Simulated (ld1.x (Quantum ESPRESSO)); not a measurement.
## Ti (Z = 22): excitation energies, all-electron against PAW

titanium, PAW, made with ld1.x (Quantum ESPRESSO) 7.5 (PBE, fully relativistic). Core [Ne], reference 3s2 3p6 3d2 4s0 4p0 (charge +2). Waves: 3s (bound): rcut 1.30, rcutus 1.45 bohr; 4s (bound, empty): rcut 1.30, rcutus 1.45 bohr; 3p (bound): rcut 1.45, rcutus 1.60 bohr; 4p (bound, empty): rcut 1.45, rcutus 1.60 bohr; 3d (bound): rcut 1.30, rcutus 1.45 bohr; 3d channel at 1.15 Ry: rcut 1.30, rcutus 1.45 bohr. Local part: all-electron potential smoothed inside 1.15 bohr (lloc = -2). Core correction: Bessel-smoothed model core, default radius (core density twice the valence density). Augmentation charge: PSQ, inside the norm-conserving radii.

Open shells are filled in proportion to 2j + 1 (rel_dist='average').

Energies are relative to the spin-unpolarised reference configuration 3s2 3p6 3d2 4s0 4p0; without spin polarisation the order of configurations can differ from experiment.

Give the all-electron excitation energy and the error of the potential for: 3s2 3p6 3d2 4s2 4p0; 3s2 3p6 3d2 4s1 4p0; 3s2 3p6 3d1 4s0 4p0; 3s2 3p6 3d2 4s0 4p2; 3s1 3p6 3d2 4s2 4p0; 3s2 3p6 3d2 4s1 4p1; 3s2 3p6 3d2.5 4s1.5 4p0.

| valence configuration | charge | ΔE all-electron (eV) | error AE − PS (meV) |
| --- | --- | --- | --- |
| 3s2 3p6 3d2 4s2 4p0 | 0 | -20.919 | -0.5 |
| 3s2 3p6 3d2 4s1 4p0 | +1 | -13.572 | +0.3 |
| 3s2 3p6 3d1 4s0 4p0 | +3 | 26.948 | +21 |
| 3s2 3p6 3d2 4s0 4p2 | 0 | -14.632 | +2.3 |
| 3s1 3p6 3d2 4s2 4p0 | +1 | 48.735 | -22 |
| 3s2 3p6 3d2 4s1 4p1 | 0 | -17.843 | +1.1 |
| 3s2 3p6 3d2.5 4s1.5 4p0 | 0 | -20.566 | +1.9 |

Levels in the configuration 3s2 3p6 3d2 4s1 4p1:

```
   level  all-electron (eV)  pseudo (eV)
3s j=1/2            -63.961      -63.973
3p j=1/2            -40.630      -40.640
3p j=3/2            -39.972      -39.983
3d j=3/2             -5.515       -5.522
3d j=5/2             -5.468       -5.475
4s j=1/2             -5.223       -5.223
4p j=1/2             -2.095       -2.095
4p j=3/2             -2.065       -2.066
```

The ghost test of this file was not conclusive.
